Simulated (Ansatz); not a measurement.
Hf3Si. The state is a singlet with charge 0. Geometry B3LYP-D4/def2-SVP; atoms count from 1.

```xyz
4

Hf    0.079   -2.188   -0.607
Hf    0.060    2.184    0.624
Hf   -1.329    0.041   -0.167
Si    1.190   -0.037    0.150
```

In the def2 sets Hf takes a core potential; there is no spin–orbit coupling. The restricted singlet is unstable towards broken spin symmetry in Hartree–Fock (as tested in another run); at PBE0-D4/def2-TZVP this wasn't settled. No other spin state of charge 0 was run. Another isomer (quintet) lies 1.39 eV lower at PBE0-D4/def2-TZVP; other spin states weren't run for this one.

(1) Estimate the Mulliken populations from the PBE0/def2-TZVP orbitals of Ansatz.

(2) And the Mayer bond orders between bonded heavy atoms (over 0.3)?

Answers

(1) 
| atom | charge (e) | d electrons |
| --- | --- | --- |
| Hf1 | 0.03 | 2.33 |
| Hf2 | 0.03 | 2.33 |
| Hf3 | 0.29 | 2.70 |
| Si4 | -0.35 | – |
Mulliken values and Mayer orders depend strongly on the basis.

(2) Hf1–Hf3 1.83 (2.67 Å); Hf1–Si4 1.39 (2.54 Å); Hf2–Hf3 1.83 (2.67 Å); Hf2–Si4 1.39 (2.54 Å); Hf3–Si4 0.92 (2.54 Å). Values over 0.3 also appear between atoms too far apart for a bond (Hf1–Hf2 0.58 at 4.54 Å); they arise where an orbital or an unpaired electron spreads over both atoms.
